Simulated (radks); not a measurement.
The numbers below are computed, except where a source is named.
Kinetic energies: the exact non-interacting value of the Kohn-Sham orbitals and orbital-free approximations, in hartree. Species: P [Ne] 3s2 3p3; Cr [Ar] 3d5 4s1. Code: a radial shooting solver on a logarithmic mesh with Libxc functionals. Model: non-relativistic Kohn-Sham, LDA (Slater exchange, Perdew-Wang correlation), spin-polarised, spherical densities, point nucleus. Every spin shell is full or empty, so the densities are truly spherical. Functionals are evaluated on that one density, not self-consistently.

| functional | P | Cr |
|---|---|---|
| exact | 339.244 | 1040.86 |
| Thomas-Fermi | 314.19 | 970.98 |
| von Weizsacker | 209.53 | 554.98 |
| TF + vW | 523.71 | 1526.0 |
| TF + vW/9 | 337.47 | 1032.6 |
| TF + vW/5 | 356.09 | 1082.0 |
| LC94 | 339.80 | 1040.5 |
| APBEK | 340.24 | 1041.5 |
| Perdew 92 | 337.51 | 1032.8 |
| Thakkar | 339.15 | 1036.7 |
| Pearson | 333.79 | 1026.6 |
| PG1 | 425.19 | 1254.8 |
| DePristo-Kress | 339.41 | 1039.8 |
| Ernzerhof | 339.65 | 1037.4 |
